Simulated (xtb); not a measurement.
C4H11Ge (SMILES [CH2]C(C)[CH2][GeH3]), doublet, at a GFN2-xTB geometry; GFN2-xTB (xtb).

Input for xtb:
```
$ xtb mol.xyz --gfn 2 --uhf 1 --etemp 10000 --json

# file mol.xyz
16

C     -2.64509331    -0.82276541    -0.81047347
C     -1.42095029    -0.01714804    -0.67035448
C     -1.68742994     1.30634504     0.03801803
C     -0.36712574    -0.84309364     0.10748349
Ge     1.38766062     0.04858949     0.28047059
H     -3.42863532    -0.74836609    -0.08099224
H     -2.68584290    -1.62846416    -1.51839678
H     -0.99803285     0.18557672    -1.66427522
H     -2.44732141     1.87474809    -0.49348440
H     -2.03392437     1.12874667     1.05412618
H     -0.77504129     1.90166158     0.08030528
H     -0.75677919    -1.07860124     1.09974964
H     -0.21655203    -1.79553859    -0.40591313
H      1.42513809     1.07730803     1.36588330
H      2.46336539    -0.94465778     0.59334479
H      1.77208197     0.73269508    -0.99344755
```

The log (banner, timings and long lists left out):

```
   ID    Z sym.   atoms
    1    6 C      1-4
    2   32 Ge     5
    3    1 H      6-16

           -------------------------------------------------
          |                Calculation Setup                |
           -------------------------------------------------

           -------------------------------------------------
          |                 G F N 2 - x T B                 |
           -------------------------------------------------

          ...................................................
          :                      SETUP                      :
          :.................................................:
          :  # basis functions                  37          :
          :  # atomic orbitals                  36          :
          :  # shells                           22          :
          :  # electrons                        31          :
          :  max. iterations                   250          :
          :  Hamiltonian                  GFN2-xTB          :
          :  restarted?                      false          :
          :  GBSA solvation                  false          :
          :  PC potential                    false          :
          :  electronic temp.        10000.0000000     K    :
          :  accuracy                    1.0000000          :
          :  -> integral cutoff          0.2500000E+02      :
          :  -> integral neglect         0.1000000E-07      :
          :  -> SCF convergence          0.1000000E-05 Eh   :
          :  -> wf. convergence          0.1000000E-03 e    :
          :  Broyden damping             0.4000000          :
          :  net charge                          0          :
          :  unpaired electrons                  1          :
          ...................................................

 iter      E             dE          RMSdq      gap      omega  full diag
   1    -16.1449848 -0.161450E+02  0.285E+00    4.05       0.0  T
   2    -16.1620977 -0.171130E-01  0.501E+00    6.00       1.0  T
   3    -16.2115706 -0.494729E-01  0.367E+00    5.48       1.0  T
   4    -16.2081653  0.340533E-02  0.190E+00    5.76       1.0  T
   5    -16.2332072 -0.250419E-01  0.261E-01    4.80       1.0  T
   6    -16.2335612 -0.353988E-03  0.106E-01    4.93       1.0  T
   7    -16.2335579  0.323561E-05  0.402E-02    4.90       1.0  T
   8    -16.2335697 -0.117761E-04  0.597E-03    4.92       4.2  T
   9    -16.2335698 -0.603006E-07  0.292E-03    4.92       8.6  T
  10    -16.2335698 -0.858709E-08  0.999E-04    4.92      25.0  T
  11    -16.2335698 -0.741931E-09  0.494E-04    4.92      50.6  T

   *** convergence criteria satisfied after 11 iterations ***

         :::::::::::::::::::::::::::::::::::::::::::::::::::::
         ::                     SUMMARY                     ::
         :::::::::::::::::::::::::::::::::::::::::::::::::::::
         :: total energy             -16.023676671300 Eh    ::
         :: gradient norm              0.010314160578 Eh/a0 ::
         :: HOMO-LUMO gap              4.918440343422 eV    ::
         ::.................................................::
         :: SCC energy               -16.233547880744 Eh    ::
         :: -> isotropic ES            0.003061303197 Eh    ::
         :: -> anisotropic ES          0.004108247014 Eh    ::
         :: -> anisotropic XC          0.010005418222 Eh    ::
         :: -> dispersion             -0.009709176856 Eh    ::
         :: repulsion energy           0.209871209444 Eh    ::
         :: add. restraining           0.000000000000 Eh    ::
         :: total charge              -0.000000000002 e     ::
         :::::::::::::::::::::::::::::::::::::::::::::::::::::

           -------------------------------------------------
          |                Property Printout                |
           -------------------------------------------------

    * Orbital Energies and Occupations

         #    Occupation            Energy/Eh            Energy/eV
[...]
        25        0.0000            0.1434004               3.9021
        26        0.0000            0.1801349               4.9017
        27        0.0000            0.1894910               5.1563
       ...           ...                  ...                  ...
        36                          1.2854373              34.9785
      -------------------------------------------------------------
                  HL-Gap            0.1807494 Eh            4.9184 eV
             Fermi-level           -0.2724706 Eh           -7.4143 eV

     #   Z          covCN         q      C6AA      α(0)
     1   6 C        2.844    -0.149    31.840     9.248
     2   6 C        3.862     0.008    20.403     6.424
     3   6 C        3.757    -0.103    22.514     6.765
     4   6 C        3.717    -0.090    22.337     6.751
     5  32 Ge       3.714     0.085   170.159    23.420
     6   1 H        0.926     0.025     2.664     2.553
     7   1 H        0.926     0.020     2.731     2.584
     8   1 H        0.923     0.038     2.474     2.460
     9   1 H        0.925     0.048     2.344     2.394
    10   1 H        0.925     0.047     2.354     2.399
    11   1 H        0.924     0.049     2.329     2.387
    12   1 H        0.924     0.041     2.436     2.441
    13   1 H        0.924     0.041     2.440     2.443
    14   1 H        0.939    -0.019     3.407     2.886
    15   1 H        0.938    -0.020     3.426     2.894
    16   1 H        0.939    -0.021     3.456     2.906

 Mol. C6AA /au·bohr⁶  :       2561.893309
 Mol. C8AA /au·bohr⁸  :      85532.447458
 Mol. α(0) /au        :         80.953343

Wiberg/Mayer (AO) data.
largest (>0.10) Wiberg bond orders for each atom

 ---------------------------------------------------------------------------
     #   Z sym  total        # sym  WBO       # sym  WBO       # sym  WBO
 ---------------------------------------------------------------------------
     1   6 C    3.069 --     2 C    1.055     7 H    0.969     6 H    0.969
     2   6 C    3.942 --     1 C    1.055     3 C    0.997     4 C    0.946
                             8 H    0.938
     3   6 C    3.945 --     2 C    0.997     9 H    0.975    10 H    0.975
                            11 H    0.958
     4   6 C    3.869 --    12 H    0.956    13 H    0.956     2 C    0.946
                             5 Ge   0.841
     5  32 Ge   3.454 --     4 C    0.841    16 H    0.841    15 H    0.840
                            14 H    0.840
     6   1 H    0.981 --     1 C    0.969
     7   1 H    0.982 --     1 C    0.969
     8   1 H    0.971 --     2 C    0.938
     9   1 H    0.987 --     3 C    0.975
    10   1 H    0.987 --     3 C    0.975
    11   1 H    0.985 --     3 C    0.958
    12   1 H    0.986 --     4 C    0.956
    13   1 H    0.986 --     4 C    0.956
    14   1 H    0.964 --     5 Ge   0.840
    15   1 H    0.961 --     5 Ge   0.840
    16   1 H    0.965 --     5 Ge   0.841
 ---------------------------------------------------------------------------

Topologies differ in total number of bonds
Writing topology from bond orders to xtbtopo.mol

molecular dipole:
                 x           y           z       tot (Debye)
 q only:        0.237       0.240       0.136
   full:       -0.020       0.024       0.140       0.364
molecular quadrupole (traceless):
                xx          xy          yy          xz          yz          zz
 q only:       -2.065      -1.820       1.416      -1.193      -0.304       0.649
  q+dip:       -4.304      -2.063       2.274      -2.839      -0.159       2.030
   full:       -3.679      -1.767       2.186      -2.379      -0.247       1.493

           -------------------------------------------------
          | TOTAL ENERGY              -16.023676671300 Eh   |
          | GRADIENT NORM               0.010314160578 Eh/α |
          | HOMO-LUMO GAP               4.918440343422 eV   |
           -------------------------------------------------

normal termination of xtb
```
